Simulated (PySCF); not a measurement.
Compound: C5H10OSi.
Cartesian coordinates in Å at the PBE0-D3(BJ)/def2-SVP level; atoms count from 1:
```xyz
17
C5H10OSi angstrom
C      3.7582   -0.3688    1.5138
C      2.8405   -0.1708    0.5550
C      1.4075   -0.1774    0.7602
C      0.5302    0.0291   -0.2368
O     -0.8003    0.0240   -0.0460
Si    -1.9872    0.2790   -1.2151
C     -3.6205    0.1611   -0.3367
H      3.4631   -0.5551    2.5509
H      4.8275   -0.3507    1.2926
H      3.1827    0.0130   -0.4715
H      1.0162   -0.3573    1.7667
H      0.8825    0.2136   -1.2628
H     -1.7789    1.6246   -1.8340
H     -1.8492   -0.7586   -2.2835
H     -3.7440   -0.8321    0.1203
H     -3.6878    0.9194    0.4578
H     -4.4501    0.3238   -1.0421
```

Level: PBE0/pcSseg-1 and wB97X-D/def2-SVPD in PySCF, non-relativistic, on one gas-phase PBE0-D3(BJ)/def2-SVP geometry that isn't relaxed in the solvent. The solvent is an IEF-PCM continuum (Bondi radii, 1.10 Å for H, scaled by 1.2). The model holds no explicit solvent molecules, cavitation or dispersion.

Gas phase at PBE0/pcSseg-1: HOMO -6.01 eV, LUMO -0.40 eV, dipole 2.03 D.

Problem. What does the continuum do to the energy, the frontier levels and the dipole at PBE0/pcSseg-1 in tetrahydrofuran and water?

Solution. 
```
        solvent      ε  E(solvent) − E(gas) (kcal/mol)  polarisation term (kcal/mol)  distortion of the solute (kcal/mol)  HOMO (eV)  LUMO (eV)  dipole (D)
tetrahydrofuran  7.426                           -3.40                         -3.72                                 0.32      -6.12      -0.50        2.49
          water  78.36                           -4.27                         -4.77                                 0.50      -6.16      -0.53        2.60
```

The polarisation term is half the interaction of the solute with the surface charges that it induces; the rest is the cost of distorting the solute's density. The sum is the electrostatic part of solvation alone. From tetrahydrofuran to water the lowering changes by a factor 1.25, Onsager's factor (ε − 1)/(2ε + 1) by 1.21 and ε itself by 10.6.

Problem. Which radius a makes the point-dipole formula ΔE = −[(ε − 1)/(2ε + 1)]·μ²/a³ give the value in water, with the gas-phase dipole?

Solution. μ = 0.799 au and |ΔE| = 0.00680 Eh give a = 1.90 Å; the farthest nucleus lies 5.01 Å from the centroid of the nuclei, so such a sphere wouldn't even hold the nuclei. The formula assumes a rigid point dipole at the centre of a sphere.

Problem. Give the dipole vector in the frame of the coordinates (D, pointing from negative to positive charge), gas and water.

Solution. Gas (-1.70, 0.25, -1.08), solvent (-2.05, 0.36, -1.57). Its length changes by +28 % and its direction by 5°.

Problem. Which Hirshfeld charges (PBE0/pcSseg-1) respond most in tetrahydrofuran (means over atoms taken as equivalent)?

Solution. 
| atoms | environment | gas (e) | solvent (e) | change |
| --- | --- | --- | --- | --- |
| C3 | alkene CH carbon | -0.084 | -0.095 | -0.011 |
| H12 | vinylic hydrogen | +0.046 | +0.056 | +0.010 |
| C1 | terminal =CH2 carbon | -0.115 | -0.124 | -0.009 |
| C2 | alkene CH carbon | -0.051 | -0.057 | -0.006 |
| O5 | silyl ether oxygen | -0.196 | -0.201 | -0.005 |
| H10 | vinylic hydrogen | +0.043 | +0.049 | +0.006 |
| Si6 | oxygen-bound silicon | +0.415 | +0.418 | +0.003 |
| H15/H16/H17 | methyl hydrogen | +0.052 | +0.054 | +0.002 |

Gas phase at wB97X-D/def2-SVPD: HOMO -7.78 eV, LUMO 1.28 eV, dipole 1.97 D.

Problem. What does the continuum do to the energy, the frontier levels and the dipole at wB97X-D/def2-SVPD in tetrahydrofuran?

Solution. 
```
        solvent      ε  E(solvent) − E(gas) (kcal/mol)  polarisation term (kcal/mol)  distortion of the solute (kcal/mol)  HOMO (eV)  LUMO (eV)  dipole (D)
tetrahydrofuran  7.426                           -3.17                         -3.51                                 0.34      -7.88       1.19        2.41
```

Problem. How does the static polarisability (wB97X-D/def2-SVPD, frozen core, with the continuum's full static response) change?

Solution. 
```csv
medium,isotropic (au),principal values (au),⟨r²⟩ of the electrons (bohr²)
gas,103.1,"69.4, 83.6, 156.2",1746.4
tetrahydrofuran,130.8,"90.5, 108.2, 193.7",1745.6
```

The isotropic value in tetrahydrofuran is 1.27 times the gas-phase one; no cavity-field correction is applied. ⟨r²⟩ is taken about the centre of nuclear charge.

On an Arm Neoverse V2 with one thread, shared host with 32 logical CPUs at a one-minute load of 13, this took 16 s of wall time and 1.0 GiB of memory at its peak. This is the whole shielding run at PBE0/pcSseg-1 in water, SCF included.

Note: wB97X-D ran without an empirical dispersion term, which enters the total energy and its gradient alone.
